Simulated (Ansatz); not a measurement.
`CBS[SiH3]` + `CC` → `CCBS[SiH3]` + CH₄  (formal exchange of groups at a B–C bond)

Gas-phase electronic energies from Ansatz, PBE0-D4/def2-TZVP geometries. CCSD(T)/CBS is the MP2 limit (def2-TZVPP, def2-QZVPP) plus CCSD(T) − MP2 in def2-TZVPP, frozen cores. This one scheme is used for every species. DFT in def2-TZVPP. HSE06 is defined as in plane-wave codes. One conformer a species, not always the lowest.

`CBS[SiH3]`:

```xyz
11

C    -1.385    1.673   -0.474
B    -0.519    0.398   -0.257
S     0.902    0.432    0.835
Si    1.550   -1.606    0.622
H    -1.410    1.919   -1.542
H    -1.057    2.554    0.080
H    -2.426    1.457   -0.205
H    -0.788   -0.629   -0.816
H     0.482   -2.535    1.065
H     2.748   -1.773    1.481
H     1.904   -1.889   -0.790
```

`CC`:

Z-matrix (Å, degrees):
```
C
C 1 1.519
H 1 1.093 2 111.4
H 1 1.093 2 111.4 3 120.0
H 1 1.093 2 111.4 3 -120.0
H 2 1.093 1 111.4 3 180.0
H 2 1.093 1 111.4 3 -60.0
H 2 1.093 1 111.4 3 60.0
```

`CCBS[SiH3]`:

Cartesian coordinates in Å:
```
C -1.555 0.700 1.807
C -0.604 1.250 0.744
B 0.177 0.151 -0.041
S 0.427 0.294 -1.809
Si 1.615 -1.467 -2.131
H -2.014 1.503 2.389
H -1.032 0.039 2.501
H -2.364 0.122 1.353
H -1.124 1.945 0.077
H 0.176 1.849 1.243
H 0.640 -0.796 0.534
H 2.883 -1.381 -1.366
H 1.912 -1.532 -3.584
H 0.863 -2.677 -1.718
```

CH₄:

```xyz
5

C     0.000    0.000    0.000
H     0.712   -0.179   -0.805
H     0.436    0.687    0.724
H    -0.238   -0.943    0.492
H    -0.911    0.435   -0.411
```

```json
{"level": "BLYP-D4", "ΔE (kJ/mol)": "1.6", "difference from CCSD(T)/CBS": "0.3"}
{"level": "HSE06-D4", "ΔE (kJ/mol)": "2.7", "difference from CCSD(T)/CBS": "1.4"}
{"level": "BHLYP-D4", "ΔE (kJ/mol)": "2.8", "difference from CCSD(T)/CBS": "1.5"}
{"level": "CAM-B3LYP-D4", "ΔE (kJ/mol)": "2.9", "difference from CCSD(T)/CBS": "1.6"}
{"level": "PBE", "ΔE (kJ/mol)": "4.5", "difference from CCSD(T)/CBS": "3.2"}
{"level": "PBE0", "ΔE (kJ/mol)": "4.8", "difference from CCSD(T)/CBS": "3.5"}
{"level": "BHLYP", "ΔE (kJ/mol)": "5.7", "difference from CCSD(T)/CBS": "4.4"}
{"level": "CCSD/def2-SVP", "ΔE (kJ/mol)": "2.9", "difference from CCSD(T)/CBS": "1.6"}
{"level": "CCSD(T)/def2-TZVPP", "ΔE (kJ/mol)": "1.4", "difference from CCSD(T)/CBS": "0.1"}
{"level": "MP2/def2-QZVPP", "ΔE (kJ/mol)": "0.6", "difference from CCSD(T)/CBS": "-0.7"}
{"level": "CCSD(T)/CBS", "ΔE (kJ/mol)": "1.3", "difference from CCSD(T)/CBS": "0"}
```

Largest T1 diagnostic among the species: 0.013.

The D4 term adds −3.4 kJ/mol with B3LYP and −2.1 kJ/mol with PBE0; it sums over pairs of atoms, weighted by their polarisabilities, and B3LYP, whose exchange is more repulsive, gets the larger term. Leaving LDA and LC-ωPBE aside and taking each functional with its dispersion term where it has one, the values, not all of them listed here, spread over 2.5 kJ/mol, from revPBE-D4 to B2PLYP.

B3LYP here is the variant with VWN-RPA as its local correlation; programs differ in this.
